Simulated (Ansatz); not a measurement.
Start from `BOC[SiH](F)F` and change one atom or group to get `O[SiH](O)C[SiH](F)F`.

Ansatz, PBE0-D4/def2-TZVP geometries, multiplicity 1. Each molecule was computed in one conformer, which needn't be the lowest.

```csv
property,`BOC[SiH](F)F`
HOMO energy (B3LYP/def2-TZVPP) / eV,-8.71
LUMO energy (PBE/def2-TZVPP) / eV,-1.73
HOMO–LUMO gap (ωB97M-V/def2-TZVPP) / eV,12.33
HOMO energy (ωB97M-V/def2-TZVPP) / eV,-11.21
HOMO energy (PBE0/def2-TZVPP) / eV,-8.92
size of the dipole moment (ωB97M-V/def2-TZVPP) / D,1.45
```

(1) What does the change do to each property? (Best estimate.)

## Answers

(1) The calculation gave: 
```json
{"property": "HOMO energy (B3LYP/def2-TZVPP) / eV", "`O[SiH](O)C[SiH](F)F`": "-8.53", "shift": "0.18"}
{"property": "LUMO energy (PBE/def2-TZVPP) / eV", "`O[SiH](O)C[SiH](F)F`": "-0.55", "shift": "1.18"}
{"property": "HOMO–LUMO gap (ωB97M-V/def2-TZVPP) / eV", "`O[SiH](O)C[SiH](F)F`": "12.92", "shift": "0.59"}
{"property": "HOMO energy (ωB97M-V/def2-TZVPP) / eV", "`O[SiH](O)C[SiH](F)F`": "-10.97", "shift": "0.24"}
{"property": "HOMO energy (PBE0/def2-TZVPP) / eV", "`O[SiH](O)C[SiH](F)F`": "-8.74", "shift": "0.18"}
{"property": "size of the dipole moment (ωB97M-V/def2-TZVPP) / D", "`O[SiH](O)C[SiH](F)F`": "2.84", "shift": "1.39"}
```

With PBE0 the HOMO rises by 0.18 eV and the LUMO rises by 1.08 eV, so the gap widens by about 0.90 eV. PBE moves the HOMO by 0.16 eV and ωB97M-V by 0.24 eV. Dipoles are sizes alone; their direction can turn.

B3LYP here is the variant with VWN-RPA as its local correlation; programs differ in this.
